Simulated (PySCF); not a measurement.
Te(SMe)(SiH3) (CH6SSiTe), SMILES [SiH3][Te]SC.

Geometry optimised at PBE-D3(BJ)/def2-SVP. The structure was generated by enumeration, and PubChem lists no compound with its InChIKey, so it may never have been made. The def2 effective core potentials stand for the cores of Te; spin–orbit coupling is left out. Other conformers were not sampled.

Method: PBE-D3(BJ)/def2-SVP (PySCF).

Frequencies are harmonic and unscaled.

```
mode  ν (cm⁻¹)  IR (km/mol)  moving atoms (share of kinetic energy)
----  --------  -----------  --------------------------------------
1           65          0.5                 C 37 %, Si 30 %, H 24 %
2           86          1.7         S 46 %, Si 22 %, H 19 %, Te 9 %
3          133          0.1                                  H 94 %
4          169          1.0                                  H 91 %
5          187          0.5         C 45 %, H 27 %, S 16 %, Te 12 %
6          317          2.1         Si 61 %, Te 20 %, S 11 %, H 8 %
7          339          3.4                S 67 %, Te 17 %, Si 11 %
8          523          4.4                         H 87 %, Si 11 %
9          530          4.3                                  H 92 %
10         683          3.3                  C 58 %, S 30 %, H 12 %
11         844        344.4                                  H 92 %
12         890         35.6                                  H 97 %
13         905         26.5                                  H 97 %
14         925         16.2                          H 78 %, C 19 %
15         930          5.5                          H 84 %, C 14 %
16        1273          4.4                          H 87 %, C 13 %
17        1379          9.7                                  H 96 %
18        1400         11.6                                  H 95 %
19        2146         91.1                                  H 99 %
20        2165         73.5                                  H 96 %
21        2178         70.0                                  H 96 %
22        2970         15.5                                  H 98 %
23        3077          1.9                          H 90 %, C 10 %
24        3092          3.7                          H 90 %, C 10 %
```
